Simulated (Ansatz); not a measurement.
Li₉O₅. Charge 0, multiplicity 2. Geometry PBE-D4/def2-SVP; atoms count from 1.

```xyz
14

Li   -0.132   -0.177   -0.396
Li    0.878    1.908    0.766
Li   -1.516   -1.632    0.759
Li    0.343    0.912   -2.235
Li    2.511    1.697    3.391
Li    0.728   -2.094   -1.016
Li   -1.707   -1.066   -2.089
Li    1.200   -0.607    1.786
Li   -1.894    1.325   -0.441
O    -0.165    1.682   -0.671
O     1.661    1.079    2.137
O     0.262   -1.664    0.686
O     0.053   -0.891   -2.214
O    -2.223   -0.471   -0.461
```

Another isomer (doublet) lies 0.64 eV lower at PBE0-D4/def2-TZVP; other spin states weren't run for this one.

Question: Estimate the Mulliken populations from the PBE0/def2-TZVP orbitals of Ansatz.

Answer: 
| atom | charge (e) | spin (α − β) |
| --- | --- | --- |
| Li1 | 0.33 | -0.05 |
| Li2 | 0.72 | 0.00 |
| Li3 | 0.78 | -0.01 |
| Li4 | 0.78 | 0.00 |
| Li5 | 0.68 | 0.00 |
| Li6 | 0.78 | 0.00 |
| Li7 | 0.76 | -0.02 |
| Li8 | 0.72 | 0.00 |
| Li9 | 0.78 | -0.01 |
| O10 | -1.36 | 0.06 |
| O11 | -1.35 | 0.00 |
| O12 | -1.36 | 0.06 |
| O13 | -1.22 | 0.33 |
| O14 | -1.05 | 0.63 |
Mulliken values and Mayer orders depend strongly on the basis.

Question: Where does the spin sit?

Answer: Summed by element: Li -0.09, O 1.09, of 1 unpaired in all. Largest on single atoms: O14 0.63, O13 0.33, O12 0.06.

Question: And the Mayer bond orders between bonded heavy atoms (over 0.3)?

Answer: Li1–O10 0.31 (1.88 Å); Li1–O12 0.31 (1.88 Å); Li1–O13 0.32 (1.96 Å); Li5–O11 0.58 (1.64 Å).
